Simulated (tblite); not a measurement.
Species: C12H8S2.
Structure used (GFN2-xTB), in Å, numbered top down from 1:
```xyz
22
C12H8S2 angstrom
C      3.5893   -0.7385   -0.4102
C      3.6267    0.6326   -0.2108
C      2.5170    1.2884    0.2875
C      1.3693    0.5767    0.6111
C      1.3322   -0.7970    0.4127
C      2.4425   -1.4483   -0.1089
S     -0.0787   -1.7828    0.8410
C     -1.4027   -0.7148    0.3387
C     -2.5211   -1.2988   -0.2416
C     -3.6024   -0.5201   -0.6080
C     -3.5643    0.8520   -0.4156
C     -2.4457    1.4402    0.1431
C     -1.3651    0.6596    0.5323
S      0.0071    1.4753    1.3055
H      4.4520   -1.2561   -0.8007
H      4.5188    1.1930   -0.4443
H      2.5293    2.3555    0.4482
H      2.3979   -2.5166   -0.2552
H     -2.5343   -2.3685   -0.3835
H     -4.4728   -0.9848   -1.0446
H     -4.4048    1.4656   -0.7008
H     -2.4005    2.5066    0.3026
```

Level: GFN2-xTB in tblite, geometry and Hessian alike; calculated harmonic values, unscaled, isolated species. Errors from tens to a few hundred cm⁻¹ against measured bands are possible. One conformer, not necessarily the lowest.

Harmonic wavenumbers (cm⁻¹): 39.4, 99.3, 130.4, 202.1, 206.7, 240.6, 276.3, 310.4, 376.9, 400.8, 405.4, 449.1, 455.8, 467.0, 493.1, 510.2, 640.6, 645.0, 646.7, 651.9, 718.4, 722.6, 770.5, 773.4, 873.5, 873.7, 907.8, 908.2, 920.7, 921.1, 976.8, 998.8, 1088.2, 1088.6, 1121.8, 1147.3, 1147.4, 1152.1, 1175.5, 1176.1, 1232.0, 1235.7, 1316.2, 1321.1, 1401.3, 1407.8, 1424.3, 1437.9, 1561.7, 1564.2, 1571.4, 1571.5, 3087.4, 3088.5, 3092.5, 3093.1, 3099.0, 3099.8, 3105.0, 3105.9.

A = 1216, B = 426.0, C = 347.5 MHz; mass 216.007 u (most abundant isotopes); point group C2v, symmetry number 2.

Task: What is the zero-point energy?

Result: Half the sum of the wavenumbers: 34463 cm⁻¹ = 412.27 kJ/mol.

Task: Give the ideal-gas entropy at 298.15 K and 1 bar in the rigid-rotor, harmonic-oscillator model (classical rotation).

Result: Translation 175.89, rotation 127.53, vibration 131.43: S = 434.9 J/(mol K).

Task: And Cp and H(298.15 K) − H(0)?

Result: Cp = 198.24 J/(mol K), of which vibrations give 164.98 (their classical limit is 60 R = 498.9); H(298.15 K) − H(0) = 32.22 kJ/mol without the zero-point energy, 22.31 from vibrations.

Task: Blend soft modes into free rotors: weight 1/[1 + (100 cm⁻¹/ν̃)⁴] for the oscillator and the rest for a rotor with moment μB/(μ + B), μ = h/(8π²ν), B = 10⁻⁴⁴ kg m². What vibrational entropy results?

Result: 123.74 J/(mol K) in place of 131.43, which changes −T·S at 298.15 K by +2.29 kJ/mol.

Task: Which modes carry the vibrational entropy at 298.15 K?

Result: 39.4 cm⁻¹: 22.13; 99.3 cm⁻¹: 14.51; 130.4 cm⁻¹: 12.30; 202.1 cm⁻¹: 8.84; 206.7 cm⁻¹: 8.67; 240.6 cm⁻¹: 7.52 J/(mol K); the other 54 give 57.44 together.

Hindered rotation and anharmonicity are outside this model. Other conformers, if any are populated, would add a mixing term that is left out.
